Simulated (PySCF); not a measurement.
Ga(H)(OH)2(py), C5H8GaNO2, singlet, GFN2-xTB optimised geometry.

```
17

Ga    -0.82    -2.59     0.00
H     -1.54    -2.96     1.29
O      0.93    -2.59     0.00
H      1.54    -3.31    -0.13
O     -1.52    -3.01    -1.55
H     -2.36    -3.38    -1.78
C     -0.78     2.23    -0.09
C     -0.32     1.46    -1.15
C     -0.42     0.09    -1.06
N     -0.94    -0.51     0.00
C     -1.38     0.21     1.02
C     -1.32     1.59     1.02
H     -0.71     3.31    -0.12
H      0.11     1.92    -2.02
H     -0.09    -0.58    -1.84
H     -1.79    -0.35     1.85
H     -1.69     2.15     1.86
```

Density from PBE0/def2-SVP (PySCF) at that geometry.

Minimum of the electron density along straight lines between bonded atoms, close to the bond critical point (lines longer than 1.1 times the sum of covalent radii, or with two minima, are not listed):

| bond | length / Å | ρ at the minimum / e bohr⁻³ | ∇²ρ there / e bohr⁻⁵ | position (fraction from the first atom) |
|---|---|---|---|---|
| Ga1–H2 | 1.525 | 0.122 | 0.19 | 0.60 |
| Ga1–O3 | 1.744 | 0.138 | 0.96 | 0.48 |
| O3–H4 | 0.952 | 0.358 | -2.35 | 0.81 |
| Ga1–O5 | 1.749 | 0.135 | 0.95 | 0.48 |
| O5–H6 | 0.951 | 0.360 | -2.34 | 0.81 |
| C7–C8 | 1.387 | 0.312 | -0.80 | 0.50 |
| C8–C9 | 1.384 | 0.315 | -0.82 | 0.49 |
| Ga1–N10 | 2.085 | 0.071 | 0.27 | 0.46 |
| C9–N10 | 1.323 | 0.344 | -0.81 | 0.34 |
| N10–C11 | 1.323 | 0.344 | -0.81 | 0.66 |
| C7–C12 | 1.387 | 0.311 | -0.80 | 0.50 |
| C11–C12 | 1.384 | 0.315 | -0.82 | 0.51 |
| C7–H13 | 1.080 | 0.286 | -1.12 | 0.64 |
| C8–H14 | 1.079 | 0.285 | -1.11 | 0.64 |
| C9–H15 | 1.084 | 0.290 | -1.18 | 0.66 |
| C11–H16 | 1.083 | 0.288 | -1.16 | 0.65 |
| C12–H17 | 1.079 | 0.285 | -1.10 | 0.64 |
